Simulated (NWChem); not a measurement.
System: CH4O2Si, singlet; SMILES O[Si]OC

NWChem input:

```
start job
memory heap 200 mb stack 900 mb global 1100 mb
geometry units angstroms noautosym nocenter noautoz
  Si    -0.631804    -0.633187     0.057584
  O      0.490992    -1.857055     0.009925
  H      1.414535    -1.574299    -0.042020
  O      0.425401     0.670120    -0.011437
  C      0.063908     2.024533    -0.005778
  H      0.521736     2.534734     0.857456
  H      0.428008     2.517126    -0.922210
  H     -1.030789     2.172532     0.050420
end
basis spherical
  * library def2-svpd
end
dft
  xc xpbe96 cpbe96
  iterations 150
end
property
  response 1 0.0
end
task dft property
```

NWChem printed, in part:

```
             Northwest Computational Chemistry Package (NWChem) 7.3.0
             --------------------------------------------------------

                             Geometry "geometry" -> ""
                             -------------------------

 Output coordinates in angstroms (scale by  1.889725989 to convert to a.u.)

  No.       Tag          Charge          X              Y              Z
 ---- ---------------- ---------- -------------- -------------- --------------
    1 Si                  14.0000    -0.63180400    -0.63318700     0.05758400
    2 O                    8.0000     0.49099200    -1.85705500     0.00992500
    3 H                    1.0000     1.41453500    -1.57429900    -0.04202000
    4 O                    8.0000     0.42540100     0.67012000    -0.01143700
    5 C                    6.0000     0.06390800     2.02453300    -0.00577800
    6 H                    1.0000     0.52173600     2.53473400     0.85745600
    7 H                    1.0000     0.42800800     2.51712600    -0.92221000
    8 H                    1.0000    -1.03078900     2.17253200     0.05042000

 Effective nuclear repulsion energy (a.u.)     161.1520537219

  pbe96 is a nonlocal functional; adding pw91lda local functional.
                              NWChem Property Module
                              ----------------------

                                 NWChem DFT Module
                                 -----------------

 Summary of "ao basis" -> "ao basis" (spherical)
 ------------------------------------------------------------------------------
       Tag                 Description            Shells   Functions and Types
 ---------------- ------------------------------  ------  ---------------------
 Si                        def2-svpd                10       24   5s3p2d
 O                         def2-svpd                 9       23   4s3p2d
 H                         def2-svpd                 4        8   2s2p
 C                         def2-svpd                 8       20   4s2p2d

            General Information
            -------------------
          SCF calculation type: DFT
          Wavefunction type:  closed shell.
          No. of atoms     :     8
          No. of electrons :    40
           Alpha electrons :    20
            Beta electrons :    20
          Charge           :     0
          Spin multiplicity:     1
          Use of symmetry is: off; symmetry adaption is: off
          Maximum number of iterations: 150
          AO basis - number of functions:   122
                     number of shells:    52
          Convergence on energy requested:  1.00D-06
          Convergence on density requested:  1.00D-05
          Convergence on gradient requested:  5.00D-04

              XC Information
              --------------
          PerdewBurkeErnzerhof Exchange Functional  1.000
            Perdew 1991 LDA Correlation Functional  1.000 local
           PerdewBurkeErnz. Correlation Functional  1.000 non-local

             Grid Information
             ----------------
          Grid used for XC integration:  medium
          Radial quadrature: Mura-Knowles
          Angular quadrature: Lebedev.
          Tag              B.-S. Rad. Rad. Pts. Rad. Cut. Ang. Pts.
          ---              ---------- --------- --------- ---------
          Si                  1.10       88          11.0       590
          O                   0.60       49          12.0       434
          H                   0.35       45          13.0       434
          C                   0.70       49          12.0       434
          Grid pruning is: on
          Number of quadrature shells:   415
          Spatial weights used:  Erf1

      Superposition of Atomic Density Guess
      -------------------------------------

 Sum of atomic energies:        -477.74960894

      Non-variational initial energy
      ------------------------------

 Total energy =    -479.170213
 1-e energy   =    -978.845836
 2-e energy   =     338.523569
 HOMO         =      -0.280525
 LUMO         =      -0.017098

   convergence    iter        energy       DeltaE   RMS-Dens  Diis-err
 ---------------- ----- ----------------- --------- --------- ---------
 d= 0,ls=0.0,diis     1   -479.8165687699 -6.41D+02  1.75D-02  9.12D-01
 d= 0,ls=0.0,diis     2   -479.4471967561  3.69D-01  9.59D-03  4.50D+00
 d= 0,ls=0.0,diis     3   -479.9161722492 -4.69D-01  1.44D-03  3.85D-02
 d= 0,ls=0.0,diis     4   -479.9189357594 -2.76D-03  6.07D-04  1.18D-02
 d= 0,ls=0.0,diis     5   -479.9201393597 -1.20D-03  2.21D-04  1.46D-03
  Resetting Diis
 d= 0,ls=0.0,diis     6   -479.9202388772 -9.95D-05  1.00D-04  3.74D-04
 d= 0,ls=0.0,diis     7   -479.9202817460 -4.29D-05  3.25D-05  5.11D-06
 d= 0,ls=0.0,diis     8   -479.9202806897  1.06D-06  2.15D-05  1.47D-05
 d= 0,ls=0.0,diis     9   -479.9202821535 -1.46D-06  6.59D-06  1.67D-06
 d= 0,ls=0.0,diis    10   -479.9202823273 -1.74D-07  1.09D-06  4.01D-08

         Total DFT energy =     -479.920282327281
      One electron energy =     -981.935259395254
           Coulomb energy =      385.451932803497
    Exchange-Corr. energy =      -44.589009457408
 Nuclear repulsion energy =      161.152053721884

 Numeric. integr. density =       39.999989786799

                       DFT Final Molecular Orbital Analysis
                       ------------------------------------

 Vector   18  Occ=2.000000D+00  E=-3.011396D-01
              MO Center= -7.8D-02,  1.0D+00,  1.2D-02, r^2= 2.6D+00
   Bfn.  Coefficient  Atom+Function         Bfn.  Coefficient  Atom+Function
  ----- ------------  ---------------      ----- ------------  ---------------
    60      0.387501  4 O  px                 3     -0.345431  1 Si s
    83     -0.286297  5 C  px               115      0.283630  8 H  s
    63      0.246935  4 O  px                 2     -0.188089  1 Si s
   116      0.139788  8 H  s                 58      0.135442  4 O  s
    57      0.126755  4 O  s                 99     -0.121305  6 H  s

 Vector   19  Occ=2.000000D+00  E=-2.656975D-01
              MO Center=  3.6D-01,  6.4D-01, -7.8D-03, r^2= 2.8D+00
   Bfn.  Coefficient  Atom+Function         Bfn.  Coefficient  Atom+Function
  ----- ------------  ---------------      ----- ------------  ---------------
    62      0.491133  4 O  pz                65      0.341345  4 O  pz
    31     -0.273758  2 O  pz                85     -0.204569  5 C  pz
    99     -0.204923  6 H  s                107      0.204805  7 H  s
    34     -0.192784  2 O  pz               100     -0.140795  6 H  s
   108      0.140783  7 H  s                 68      0.068740  4 O  pz

 Vector   20  Occ=2.000000D+00  E=-2.225784D-01
              MO Center= -7.8D-01, -4.1D-01,  6.3D-02, r^2= 2.7D+00
   Bfn.  Coefficient  Atom+Function         Bfn.  Coefficient  Atom+Function
  ----- ------------  ---------------      ----- ------------  ---------------
     3      0.407321  1 Si s                  4      0.373663  1 Si s
    60      0.317353  4 O  px                 9     -0.273948  1 Si px
     2      0.259923  1 Si s                 12     -0.246811  1 Si px
    63      0.228101  4 O  px                 5      0.153705  1 Si s
     6      0.146593  1 Si px                27     -0.128721  2 O  s

 Vector   21  Occ=0.000000D+00  E=-7.708297D-02
              MO Center= -7.1D-01, -5.6D-01,  6.1D-02, r^2= 2.9D+00
   Bfn.  Coefficient  Atom+Function         Bfn.  Coefficient  Atom+Function
  ----- ------------  ---------------      ----- ------------  ---------------
    14      0.594439  1 Si pz                11      0.411607  1 Si pz
    62     -0.228345  4 O  pz                31     -0.220536  2 O  pz
     8     -0.206242  1 Si pz                65     -0.173192  4 O  pz
    34     -0.171515  2 O  pz                23      0.159883  1 Si d  1
   100     -0.158977  6 H  s                108      0.159115  7 H  s

 Vector   22  Occ=0.000000D+00  E=-1.509274D-02
              MO Center= -4.0D-01, -4.2D-01,  4.3D-02, r^2= 7.0D+00
   Bfn.  Coefficient  Atom+Function         Bfn.  Coefficient  Atom+Function
  ----- ------------  ---------------      ----- ------------  ---------------
    82      1.298857  5 C  s                 28     -0.762652  2 O  s
    81      0.680108  5 C  s                116     -0.601383  8 H  s
     4     -0.463951  1 Si s                 59      0.465999  4 O  s
   100     -0.452218  6 H  s                108     -0.451971  7 H  s
    20     -0.374145  1 Si d -2              35     -0.372843  2 O  px

 Vector   23  Occ=0.000000D+00  E=-2.591837D-03
              MO Center=  7.9D-01,  1.2D-01, -2.6D-02, r^2= 8.4D+00
   Bfn.  Coefficient  Atom+Function         Bfn.  Coefficient  Atom+Function
  ----- ------------  ---------------      ----- ------------  ---------------
    82      2.205234  5 C  s                 59     -1.443616  4 O  s
     5      1.212576  1 Si s                 81      0.943686  5 C  s
    67     -0.819339  4 O  py                66      0.789838  4 O  px
    35      0.673279  2 O  px                28     -0.658193  2 O  s
   100     -0.613057  6 H  s                108     -0.613020  7 H  s

     Multipole analysis of the density
     ---------------------------------

     L   x y z        total         alpha         beta         nuclear
     -   - - -        -----         -----         ----         -------
     0   0 0 0     -0.000000    -20.000000    -20.000000     40.000000

     1   1 0 0      0.283289     -0.049998     -0.049998      0.383286
     1   0 1 0      0.758710      0.911131      0.911131     -1.063551
     1   0 0 1     -0.022638     -0.675612     -0.675612      1.328587

     2   2 0 0    -23.171808    -33.919557    -33.919557     44.667306
     2   1 1 0     -1.246740      0.632470      0.632470     -2.511681
     2   1 0 1      0.038288      1.037357      1.037357     -2.036425
     2   0 2 0    -23.834966   -157.163720   -157.163720    290.492473
     2   0 1 1      0.101162      1.410469      1.410469     -2.719776
     2   0 0 2    -22.859240    -14.355156    -14.355156      5.851073

 *** CALLING NEW AORESP DRIVER FOR CLOSED AND OPEN SHELLS ***
 Entering AOResponse driver routine

--------------------------------------------------------------------------------

          -----------------------------------------------
          Solving response equations for perturbing field
          -----------------------------------------------

 number of frequencies:     1
 frequency in a.u.:  0.0000000E+00
 Perturbing field: electric
 Using El. Dipole Length Gauge

 Setting up CPKS with frequency omega =      0.00000000 a.u.

 STATIC response

                                NWChem CPHF Module
                                ------------------

  scftype          =     RHF
  nclosed          =       20
  nopen            =        0
  variables        =     2040
  # of vectors     =        3
  tolerance        = 0.10D-03
  level shift      = 0.00D+00
  max iterations   =       50
  max subspace     =       30

 SCF residual:    3.2052830487459724E-005

Iterative solution of linear equations
  No. of variables     2040
  No. of equations        3
  Maximum subspace       30
        Iterations       50
       Convergence  1.0D-04

   iter   nsub   residual    time
   ----  ------  --------  ---------
     1      3    5.79D+00      49.5
     2      6    3.95D+00      58.9
     3      9    5.89D-01      68.4
     4     12    1.18D-01      77.9
     5     15    3.17D-02      87.3
     6     18    4.10D-03      96.8
     7     21    4.27D-04     106.5
     8     24    5.97D-05     116.1

 Electric Dipole Response Matrix (nonzero elements):

              1        2        3
    1   51.6913  -0.0236  -0.3199
    2   -0.0235  66.0797  -0.2008
    3   -0.3199  -0.2008  45.6900

 ------------------------------------------
 average:        54.48701 + I       0.00000

 DFT Linear Response polarizability / au
 Frequency  =       0.0000000 / au
              X              Y              Z
 -----------------------------------------------
 X      51.6913120     -0.0236408     -0.3198916
 Y      -0.0235354     66.0797432     -0.2007567
 Z      -0.3198927     -0.2007513     45.6899599
 -----------------------------------------------
 Eigenvalues =      51.7083035     66.0817488     45.6709629
 Isotropic   =      54.4870050
 Anisotropic =      18.1610241
 -----------------------------------------------

 Magnetic Dipole Response Matrix (nonzero elements):

 Exiting AOResponse driver routine
```

Level: PBE/def2-SVPD. Low-valent species are run as closed-shell singlets; no triplet was tried in these runs. The geometry was optimised at PBE0/def2-SVP.
